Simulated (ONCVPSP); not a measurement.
Building the ONCV potential for Ru (Z = 44) (PBE, scalar-relativistic).

```json
{
  "Element": "ruthenium",
  "Generator": "ONCVPSP 4.0.1",
  "Type": "optimised norm-conserving Vanderbilt (ONCV)",
  "Functional": "PBE",
  "Relativity": "scalar-relativistic",
  "Frozen core": "[Ar] 3d10",
  "Valence charge": "16",
  "Reference configuration": "4s2 4p6 4d7 5s1",
  "Partial waves": "4s+5s: rc 1.65 bohr, ncon 5, nbas 9, qcut 9.6 1/bohr, 2 projectors; 4p: rc 1.75 bohr, ncon 5, nbas 8, qcut 9.2 1/bohr, 3 projectors, debl 0.3 Ha; 4d: rc 1.75 bohr, ncon 4, nbas 9, qcut 9.8 1/bohr, 2 projectors, debl 0.6 Ha",
  "Local potential": "polynomial inside 1.25 bohr (lpopt 2, dvloc0 6 Ha)",
  "Core correction": "Teter function, fcfact 2.5, rcfact 1.45"
}
```

In the p channel the program set the typed energies aside and used -1.706, 0.250, 0.550 Ha.

Poles of the logarithmic derivatives, all-electron (AE) and pseudo (PS). s: poles at -2.4 (AE) and -2.4 (PS) Ha. p: poles at -1.2 (AE) and -1.2 (PS) Ha. d: poles at 0.8 (AE) and 0.8 (PS) Ha. Test radii: s 1.67, p 1.77, d 1.77 bohr.

- Cutoffs needed: 30 Ha and 36 Ha (the cutoffs (Ha) at which the residual kinetic energy of the hardest occupied pseudo-wave falls to 1 and 0.1 mHa per electron)
- Ghost test: no bound ghost flagged; GHOST(+) flags only above 600 eV
- Largest excitation error: -2.5 meV (all-electron minus pseudo) for 4s2 4p6 4d5 5s0, out of 4 test configurations
- rms error of d²Exc/dni dnj: 1.91 mHa without and 0.48 mHa with the model core
